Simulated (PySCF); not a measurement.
Telling isomers of C$_{7}$H$_{14}$Si apart by NMR

PySCF calculation with structure optimised with GFN2-xTB and GIAO PBE0/pcSseg-1 shieldings; rapidly exchanging positions averaged, a single conformation, gas phase, relativity neglected.

Scale: ¹H, ¹³C against TMS (reference shieldings calculated alike). Where no couplings were computed, multiplicities follow the n + 1 count of equivalent neighbours, and m marks all less simple cases (inequivalent or close neighbours, rings, F or P nearby). Shifts are as computed. Against solution values, carbons near 30 ppm lie about +3 ppm off and those near 130 ppm about +5 ppm. Of 1211 compounds with measured shifts, 218 miss one by over three times the rms of a fit or turn the order of signals round; such compounds aren't used in these exercises.

(1) Tabulate the signals of `C=C[SiH]1CCCCC1`, `C=C(C=C(C)C)C[SiH3]` and their relative energies.

(2) What is the quickest way to tell C=C[SiH]1CCCCC1 from C=C(C=C(C)C)C[SiH3]?

Answers

(1) 
```json
{"SMILES": "C=C[SiH]1CCCCC1", "carbon types": "1×CH 6×CH2", "δC": "143.9, 142.1, 33.8, 29.5, 16.2", "δH": "6.65 (m, 1H), 6.55 (m, 1H), 6.05 (m, 1H), 4.39 (m, 1H), 2.18 (m, 2H), 1.84 (m, 1H), 1.30 (m, 2H), 1.09 (m, 2H), 1.07 (m, 1H), 0.65 (m, 2H)", "E rel. (kcal/mol)": "0.0"}
{"SMILES": "C=C(C=C(C)C)C[SiH3]", "carbon types": "2×C 1×CH 2×CH2 2×CH3", "δC": "153.2, 143.4, 132.8, 118.3, 29.2, 23.1, 22.6", "δH": "6.12 (s, 1H), 5.34 (br s, 1H), 4.83 (br s, 1H), 3.99 (t, 3H), 1.97 (s, 3H), 1.91 (s, 3H), 1.83 (q, 2H)", "E rel. (kcal/mol)": "24.7"}
```

Energies are electronic energies at PBE0/pcSseg-1 on these geometries, without zero-point or thermal terms, each for the one conformer computed, which needn't be the lowest.

(2) Count the carbon signals: 5 against 7. The first has a terminal =CH2 carbon at 142.1 ppm, the second a fully substituted alkene carbon (C) at 153.2 ppm. Their most deshielded carbons lie at 143.9 and 153.2 ppm. In the proton spectra the most deshielded non-exchanging signals are 6.65 (m, 1H) and 6.12 (s, 1H).
